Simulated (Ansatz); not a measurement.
Reaction (ligand exchange at the Si–C bond): `OC(F)[SiH3]` + `O[SiH2][NH][AlH2]` → `[AlH2][NH][SiH2]O[SiH3]` + `OCF`

Program: Ansatz. Geometries: PBE0-D4/def2-TZVP. ΔE: electronic, gas phase. CCSD(T)/CBS is the MP2 limit (def2-TZVPP, def2-QZVPP) plus CCSD(T) − MP2 in def2-TZVPP, frozen cores. Functionals use def2-TZVPP. B3LYP here is the variant with VWN-RPA as its local correlation; programs differ in this. HSE06 is defined as in plane-wave codes. Each species was taken in one conformer, which may not be the lowest.

`OC(F)[SiH3]`:

Z-matrix (Å, degrees):
```
C
F 1 1.398
Si 1 1.913 2 108.7
O 1 1.377 2 110.0 3 -119.2
H 1 1.099 2 104.9 3 120.5
H 3 1.484 1 108.2 2 56.3
H 3 1.485 1 108.8 2 175.4
H 3 1.482 1 108.9 2 -64.0
H 4 0.963 1 109.6 2 -70.3
```

`O[SiH2][NH][AlH2]`:

Cartesian coordinates in Å:
```
O 0.151 1.153 1.890
Si 0.367 1.004 0.261
N -0.668 -0.215 -0.345
Al -0.246 -1.840 -0.951
H 0.365 2.000 2.283
H 1.754 0.581 -0.062
H 0.091 2.333 -0.357
H -1.655 0.007 -0.300
H 1.279 -2.249 -1.002
H -1.437 -2.774 -1.418
```

`[AlH2][NH][SiH2]O[SiH3]`:

Z-matrix (Å, degrees):
```
Si
N 1 1.715
O 1 1.637 2 113.3
H 1 1.487 2 109.9 3 -120.2
H 1 1.481 2 107.5 3 118.0
Al 2 1.786 1 128.6 3 -99.0
H 2 1.012 1 114.9 3 80.0
Si 3 1.631 1 147.1 2 -83.9
H 6 1.583 2 117.6 1 179.9
H 6 1.580 2 117.8 1 -0.4
H 8 1.486 3 109.9 1 94.3
H 8 1.488 3 110.5 1 -25.8
H 8 1.484 3 109.0 1 -146.0
```

`OCF`:

```xyz
6

O    -0.257    1.043   -0.133
C     0.272   -0.214    0.000
F    -0.368   -1.113   -0.830
H    -1.138    1.059    0.253
H     0.175   -0.613    1.017
H     1.317   -0.162   -0.307
```

| level | ΔE (kcal/mol) | difference from CCSD(T)/CBS |
| --- | --- | --- |
| LDA (SPW92) | -27.7 | 5.0 |
| BLYP-D4 | -31.1 | 1.6 |
| r2SCAN-D4 | -31.7 | 1.0 |
| r2SCANh-D4 | -32.2 | 0.5 |
| CAM-B3LYP-D4 | -33.5 | -0.8 |
| PBE | -28.1 | 4.6 |
| revPBE | -28.2 | 4.5 |
| B3LYP | -32.4 | 0.3 |
| HSE06 | -30.4 | 2.3 |
| BHLYP | -35.0 | -2.3 |
| HF/def2-SVP | -36.5 | -3.8 |
| CCSD(T)/def2-SVP | -31.7 | 1.0 |
| MP2/def2-TZVPP | -34.1 | -1.4 |
| SCS-MP2/def2-TZVPP | -34.8 | -2.1 |
| HF/def2-QZVPP | -39.0 | -6.3 |
| CCSD/CBS(def2) | -33.5 | -0.8 |
| CCSD(T)/CBS | -32.7 | 0 |

Largest T1 diagnostic among the species: 0.012.

Leaving LDA and LC-ωPBE aside and taking each functional with its dispersion term where it has one, the values, not all of them listed here, spread over 7.3 kcal/mol, from BHLYP-D4 to revPBE-D4. From PBE to PBE0 (25 % exact exchange), in def2-TZVPP and without D4, ΔE moves by −2.3 kcal/mol.
